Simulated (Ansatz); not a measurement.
In₄O₁₀H₈, a hydroxylated oxide cluster, relaxed as a singlet with RKS PBE-D4/def2-SVP in Ansatz, starting from the GFN1-xTB geometry. Force threshold 0.03 eV/Å.

In the def2 sets In takes a core potential; there is no spin–orbit coupling.

Start:

```xyz
22

In    0.7109    0.8583   -1.2922
In    1.1950   -0.9896    1.0883
In   -0.7967    1.8008    1.1385
In   -0.6084   -1.8887   -1.1233
O    -2.2684    0.5147    0.9761
O    -0.6934   -2.0131    0.9884
O     2.2783   -1.8415    2.4782
O    -0.4973    2.5676   -0.8214
O     2.0069    1.4056   -2.6462
O    -0.7309    3.2881    2.4107
O    -1.2358   -0.0640   -1.7805
O     1.0812    0.9893    0.9053
O     1.3127   -1.2566   -0.9656
O    -1.4246   -3.4389   -1.9783
H    -1.8421   -0.3425    1.0881
H    -0.5233   -2.9261    1.2339
H     2.8378   -1.1729    2.8805
H     0.1579    3.2592   -0.6870
H     2.5424    0.6173   -2.7738
H     0.1989    3.4249    2.6053
H    -1.7153    0.3340   -1.0334
H    -1.9858   -3.1258   -2.6917
```

(1) Estimate the energy that the relaxation releases and the steps that it takes.

(2) Does the start keep its bonding?

(3) Predict the relaxed structure.

Results:

(1) 1.56 eV, in 12 steps; 40 s on 4 threads of Intel Xeon 6975P-C on a shared host. No frequencies were taken in this run, so the end may be a saddle point.

(2) By distances, no bond broke or formed. The bond that changes most is In3–O5, from 1.96 to 2.07 Å (atoms count from 1).

(3) 
```xyz
22

In    0.776    0.884   -1.404
In    1.372   -1.098    1.089
In   -0.750    1.993    1.177
In   -0.614   -2.046   -1.254
O    -2.155    0.571    0.629
O    -0.677   -1.927    0.957
O     2.367   -2.100    2.523
O    -0.430    2.674   -0.852
O     2.052    1.636   -2.780
O    -0.865    3.308    2.703
O    -1.192   -0.069   -1.754
O     1.070    0.936    0.803
O     1.330   -1.288   -1.030
O    -1.444   -3.749   -1.922
H    -1.890   -0.279    1.053
H    -0.897   -2.731    1.467
H     2.975   -1.482    2.973
H     0.087    3.498   -0.941
H     2.758    0.976   -2.920
H     0.052    3.551    2.941
H    -1.737    0.252   -0.945
H    -2.188   -3.510   -2.511
```
Bond lengths (bridged metal pairs left out): 17 × In–O 2.01 to 2.27 Å; 8 × H–O 0.98 to 1.03 Å.
